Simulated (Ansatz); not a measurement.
ZrAg₄⁺. The state is a doublet with charge 1. Geometry r2SCAN-D4/def2-SVP; atoms count from 1.

```csv
atom,x (Å),y (Å),z (Å)
Zr1,0.780,0.516,-0.662
Ag2,1.688,-0.781,1.639
Ag3,-0.467,2.624,0.331
Ag4,-0.631,-1.575,0.568
Ag5,-1.370,-0.785,-1.876
```

In the def2 sets Ag, Zr take a core potential; there is no spin–orbit coupling. Another isomer (doublet) lies 0.23 eV lower at PBE0-D4/def2-TZVP; other spin states weren't run for this one.

Estimate the Mulliken populations from the PBE0/def2-TZVP orbitals of Ansatz.


```json
{"atom": "Zr1", "charge (e)": "0.98", "spin (α − β)": "1.03", "d electrons": "2.24"}
{"atom": "Ag2", "charge (e)": "0.01", "spin (α − β)": "0.01", "d electrons": "9.87"}
{"atom": "Ag3", "charge (e)": "-0.09", "spin (α − β)": "-0.07", "d electrons": "9.84"}
{"atom": "Ag4", "charge (e)": "0.10", "spin (α − β)": "0.03", "d electrons": "9.87"}
{"atom": "Ag5", "charge (e)": "0.01", "spin (α − β)": "0.01", "d electrons": "9.87"}
```
Mulliken values depend strongly on the basis.

Where does the spin sit?

Summed by element: Zr 1.03, Ag -0.03, of 1 unpaired in all. Largest on single atoms: Zr1 1.03, Ag3 -0.07, Ag4 0.03.

And the Mayer bond orders between heavy atoms (over 0.3)?

Zr1–Ag2 0.80 (2.79 Å); Zr1–Ag3 1.18 (2.64 Å); Zr1–Ag4 0.59 (2.81 Å); Zr1–Ag5 0.79 (2.79 Å); Ag2–Ag4 0.47 (2.67 Å); Ag4–Ag5 0.47 (2.67 Å).
